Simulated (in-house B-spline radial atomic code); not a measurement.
## Excitations of Se VII (Se6+) by several methods

Full response, energies in eV; labels give the largest channel, * marks a mixed state, a dash one above the method's threshold, and an imaginary frequency an unstable closed-shell reference. Computed with an all-electron radial atomic-structure program (B-spline basis): linear response of the closed shell [Ar] 3d10 with each method's own kernel (bare exchange for TDHF, static screening on G0W0 levels for BSE, the adiabatic kernel for functionals); non-relativistic, point nucleus, no spin-orbit coupling, no double excitations, S, P, D and F terms only. Only terms of natural parity with L up to 3 were computed.

Without relativity these are model numbers for so heavy an element.

```
           method  3d → 4s 3D  3d → 4s 1D  3d → 4p 3P  α (bohr³)
             TDHF       58.65       59.60       72.42      0.353
   BSE on G0W0@HF       57.21       58.08       71.22     0.3506
         LDA VWN5       52.35       53.01       66.49     0.3815
              PBE       51.77       52.52       65.86     0.3819
             PBE0       53.80       54.57       67.85     0.3729
  B3LYP (VWN-RPA)       52.62       53.48       66.57     0.3764
        CAM-B3LYP       52.44       53.29       66.34      0.377
          LC-wPBE       51.91       52.65       65.93     0.3814
            wB97X       55.01       55.56       68.98     0.3733
            HSE06       53.70       54.47       67.77     0.3737
        BHandHLYP       54.57       55.51       68.42      0.367
             BLYP       50.84       51.72       64.77     0.3841
           PBEsol       52.17       52.90       66.21     0.3811
             BP86           ?           ?           ?          ?
LDA exchange-only       51.38       52.20       65.29      0.386
            B97-1           ?           ?           ?          ?
             RPBE       51.59       52.33       65.65     0.3817
             OLYP       51.59       52.44       65.37     0.3754
```

Task: What does BP86 give?

Result: 3d → 4s 3D: 52.61; 3d → 4s 1D: 53.28; 3d → 4p 3P: 66.75; α: 0.3807 (eV, bohr³).

Task: What does B97-1 give?

Result: 3d → 4s 3D: 53.79; 3d → 4s 1D: 54.37; 3d → 4p 3P: 67.94; α: 0.3737 (eV, bohr³).
